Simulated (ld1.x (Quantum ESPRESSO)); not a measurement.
Which change was made? (Zn, PAW)

ld1.x (Quantum ESPRESSO) 7.5 input, shortened:

```
&input
   title='Zn', zed=30., rel=1, dft='PBESOL', iswitch=3,
   config='[Ar] 3d10 4s1.5 4p0.5'
 /
 &inputp
   pseudotype=3, lpaw=.true., tm=.true., lloc=-1, rcloc=1.05,
   nlcc=.true., rcore=1.05,
   which_augfun='BESSEL', rmatch_augfun=1.30
 /
6
4S  1  0   1.50   0.00  2.00  2.10  0.0
4S  1  0   0.00   0.05  2.00  2.10  0.0
4P  2  1   0.50   0.00  2.85  3.60  0.0
4P  2  1   0.00   4.65  2.85  3.60  0.0
3D  3  2  10.00   0.00  1.20  1.35  0.0
3D  3  2   0.00   1.60  1.20  1.35  0.0
 &test
   configts(1)='3d10 4s1.5 4p0.5'
 /
```

Cutoffs, loose and tight: the cutoffs (Ry, on a coarse ladder) from which the occupation-weighted sum of valence levels, in a spherical-Bessel basis at the reference potential, stays within 10 and 1 mRy of its value at 400 Ry. They do not see the model core or the augmentation charge, which bear on the density cutoff. Test errors are all-electron minus pseudo excitation energies from the reference, over the configurations 3d10 4s2 4p0; 3d10 4s1 4p0; 3d10 4s0 4p0; 3d9 4s2 4p0; 3d10 4s0 4p2; 3d10 4s1 4p1; 3d10 4s1.5 4p0; variants that change the core or the reference have their own tests.

The base gives: outcome: generated; cutoff, loose: 60 Ry; cutoff, tight: 110 Ry; bound ghosts: s; largest test error (meV): -132.

Q: After one change the result is: outcome: generated; cutoff, loose: 180 Ry; cutoff, tight: 300 Ry; bound ghosts: s; largest test error (meV): +394. Which change was it?
A. waves 3d (bound): rcut 1.20, rcutus 1.30 bohr; 3d channel at 1.6 Ry: rcut 1.20, rcutus 1.30 bohr
B. waves 3d (bound): rcut 0.84, rcutus 0.90 bohr; 3d channel at 1.6 Ry: rcut 0.84, rcutus 0.90 bohr
C. waves 3d (bound): rcut 1.20, rcutus 2.06 bohr; 3d channel at 1.6 Ry: rcut 1.20, rcutus 2.06 bohr

A: B. The others give: waves 3d (bound): rcut 1.20, rcutus 1.30 bohr; 3d channel at 1.6 Ry: rcut 1.20, rcutus 1.30 bohr → outcome: generated; cutoff, loose: 70 Ry; cutoff, tight: 110 Ry; bound ghosts: s; largest test error (meV): -129 | waves 3d (bound): rcut 1.20, rcutus 2.06 bohr; 3d channel at 1.6 Ry: rcut 1.20, rcutus 2.06 bohr → outcome: generated; cutoff, loose: 25 Ry; cutoff, tight: 40 Ry; bound ghosts: s; largest test error (meV): -181.
